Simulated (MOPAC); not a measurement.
Job for MOPAC: AM1 on CH5BO2 (SMILES CB(O)O), a point of a torsion scan.

```
AM1 1SCF PRECISE CHARGE=0 THREADS=1
CH5BO2

C     -0.87750713 1    -0.36475252 1    -0.66303809 1
B      0.56926760 1     0.01136984 1    -0.08548299 1
O      1.22228385 1     1.13401709 1    -0.51447197 1
O      1.16766353 1    -0.72473210 1     0.87920012 1
H     -1.08818701 1    -1.43139618 1    -0.63867781 1
H     -1.01219747 1    -0.01675968 1    -1.68241524 1
H     -1.63438827 1     0.12908440 1    -0.05570465 1
H      1.21756890 1     1.91989666 1     0.01789973 1
H      0.73658943 1    -1.53939363 1     1.13342376 1
```

The log:

```
*******************************************************************************
 **                                                                           **
 **                              MOPAC v23.2.5                                **
 **                                                                           **
 *******************************************************************************
 ** MOPAC's Digital Object Identifier: https://doi.org/10.5281/zenodo.6511958 **
 **                                                                           **
 ** Please cite the open-source release paper for use of this MOPAC version:  **
 ** J. E. Moussa and J. J. P. Stewart (2026)                                  **
 ** MOPAC: An open-source semiempirical molecular orbital program             **
 ** J. Open Source Softw., 11(119), 8025, https://doi.org/10.21105/joss.08025 **
 *******************************************************************************

                              AM1 CALCULATION RESULTS

 *******************************************************************************
 *  AM1        - The AM1 Hamiltonian to be used
 *
 *
 *
 *                 CHARGE ON SYSTEM = 0
 *
 *
 *
 *  PRECISE    - TIGHTER CRITERIA TO BE USED
 *  1SCF       - DO 1 SCF AND THEN STOP
 *  THREADS=1  - MULTI-THREADING NOT USED
 *  T=         - A TIME OF 172800.0 SECONDS REQUESTED
 *  DUMP=N     - RESTART FILE WRITTEN EVERY 7200.0 SECONDS REQUESTED
 *******************************************************************************
AM1 1SCF PRECISE CHARGE=0 THREADS=1
 CH5BO2

   ATOM   CHEMICAL          X               Y               Z
  NUMBER   SYMBOL      (ANGSTROMS)     (ANGSTROMS)     (ANGSTROMS)

     1       C         -0.87750713  *  -0.36475252  *  -0.66303809  *
     2       B          0.56926760  *   0.01136984  *  -0.08548299  *
     3       O          1.22228385  *   1.13401709  *  -0.51447197  *
     4       O          1.16766353  *  -0.72473210  *   0.87920012  *
     5       H         -1.08818701  *  -1.43139618  *  -0.63867781  *
     6       H         -1.01219747  *  -0.01675968  *  -1.68241524  *
     7       H         -1.63438827  *   0.12908440  *  -0.05570465  *
     8       H          1.21756890  *   1.91989666  *   0.01789973  *
     9       H          0.73658943  *  -1.53939363  *   1.13342376  *



          CARTESIAN COORDINATES

    NO.       ATOM           X           Y           Z

     1         C         -0.8775     -0.3648     -0.6630
     2         B          0.5693      0.0114     -0.0855
     3         O          1.2223      1.1340     -0.5145
     4         O          1.1677     -0.7247      0.8792
     5         H         -1.0882     -1.4314     -0.6387
     6         H         -1.0122     -0.0168     -1.6824
     7         H         -1.6344      0.1291     -0.0557
     8         H          1.2176      1.9199      0.0179
     9         H          0.7366     -1.5394      1.1334

  H: (AM1): M.J.S. DEWAR ET AL, J. AM. CHEM. SOC. 107 3902-3909 (1985)
  B: (AM1): M.J.S. DEWAR ET AL, ORGANOMETALLICS, 7, 513-521 (1988)
  C: (AM1): M.J.S. DEWAR ET AL, J. AM. CHEM. SOC. 107 3902-3909 (1985)
  O: (AM1): M.J.S. DEWAR ET AL, J. AM. CHEM. SOC. 107 3902-3909 (1985)

           Empirical Formula: C H5 O2 B  =     9 atoms



      MOLECULAR POINT GROUP   :   C1


      RHF CALCULATION, NO. OF DOUBLY OCCUPIED LEVELS = 12


 -------------------------------------------------------------------------------
 AM1 1SCF PRECISE CHARGE=0 THREADS=1
 CH5BO2



     1SCF WAS SPECIFIED, SO BFGS WAS NOT USED
     SCF FIELD WAS ACHIEVED


                              AM1 CALCULATION
                                                       MOPAC v23.2.5 Linux




          FINAL HEAT OF FORMATION =       -157.38325 KCAL/MOL =    -658.49151 KJ/MOL


          COSMO AREA              =         97.45 SQUARE ANGSTROMS
          COSMO VOLUME            =         79.33 CUBIC ANGSTROMS

          IONIZATION POTENTIAL    =         11.066541 EV
          HOMO LUMO ENERGIES (EV) =        -11.067  1.963
          NO. OF FILLED LEVELS    =         12
          MOLECULAR WEIGHT        =         59.8593         POINT GROUP:  C1

          MOLECULAR DIMENSIONS (Angstroms)

            Atom       Atom       Distance
            H     8    H     5     4.12053
            H     9    H     6     3.64279
            H     7    O     3     1.91483


          SCF CALCULATIONS        =          1





   ATOM   CHEMICAL          X               Y               Z
  NUMBER   SYMBOL      (ANGSTROMS)     (ANGSTROMS)     (ANGSTROMS)

     1       C         -0.87750713  *  -0.36475252  *  -0.66303809  *
     2       B          0.56926760  *   0.01136984  *  -0.08548299  *
     3       O          1.22228385  *   1.13401709  *  -0.51447197  *
     4       O          1.16766353  *  -0.72473210  *   0.87920012  *
     5       H         -1.08818701  *  -1.43139618  *  -0.63867781  *
     6       H         -1.01219747  *  -0.01675968  *  -1.68241524  *
     7       H         -1.63438827  *   0.12908440  *  -0.05570465  *
     8       H          1.21756890  *   1.91989666  *   0.01789973  *
     9       H          0.73658943  *  -1.53939363  *   1.13342376  *

                             CARTESIAN COORDINATES

   1    C       -0.877507130    -0.364752520    -0.663038090
   2    B        0.569267600     0.011369840    -0.085482990
   3    O        1.222283850     1.134017090    -0.514471970
   4    O        1.167663530    -0.724732100     0.879200120
   5    H       -1.088187010    -1.431396180    -0.638677810
   6    H       -1.012197470    -0.016759680    -1.682415240
   7    H       -1.634388270     0.129084400    -0.055704650
   8    H        1.217568900     1.919896660     0.017899730
   9    H        0.736589430    -1.539393630     1.133423760


           Empirical Formula: C H5 O2 B  =     9 atoms



      MOLECULAR POINT GROUP   :   C1


                  EIGENVALUES
 -37.97941 -36.45389 -29.53198 -21.60749 -18.56861 -16.45577 -15.23132 -13.72322
 -13.33013 -13.07565 -12.85617 -11.06654   1.96292   2.64885   4.28630   4.44801
   4.64985   5.18187   5.42099   7.74221   7.95984


              NET ATOMIC CHARGES AND DIPOLE CONTRIBUTIONS

  ATOM NO.   TYPE          CHARGE      No. of ELECS.   s-Pop       p-Pop
    1          C          -0.300934        4.3009     1.23422     3.06671
    2          B           0.285731        2.7143     1.12932     1.58495
    3          O          -0.387473        6.3875     1.81888     4.56859
    4          O          -0.342138        6.3421     1.82707     4.51507
    5          H           0.070985        0.9290     0.92901
    6          H           0.091664        0.9083     0.90834
    7          H           0.080997        0.9190     0.91900
    8          H           0.260617        0.7394     0.73938
    9          H           0.240551        0.7594     0.75945
 DIPOLE           X         Y         Z       TOTAL
 POINT-CHG.    -1.221    -0.197     0.706     1.424
 HYBRID        -0.612    -0.180     0.364     0.735
 SUM           -1.833    -0.378     1.069     2.156


          ATOMIC ORBITAL ELECTRON POPULATIONS

     Atom    s        px        py        pz
    1  C   1.23422   1.01748   1.01230   1.03693
    2  B   1.12932   0.56962   0.57163   0.44371
    3  O   1.81888   1.78255   1.25102   1.53502
    4  O   1.82707   1.58329   1.36270   1.56908
    5  H   0.92901
    6  H   0.90834
    7  H   0.91900
    8  H   0.73938
    9  H   0.75945

 **********************
 *                    *
 * JOB ENDED NORMALLY *
 *                    *
 **********************




 == MOPAC DONE ==
```

The run finished.

Cost: about 0.020 core-seconds (a rough figure).
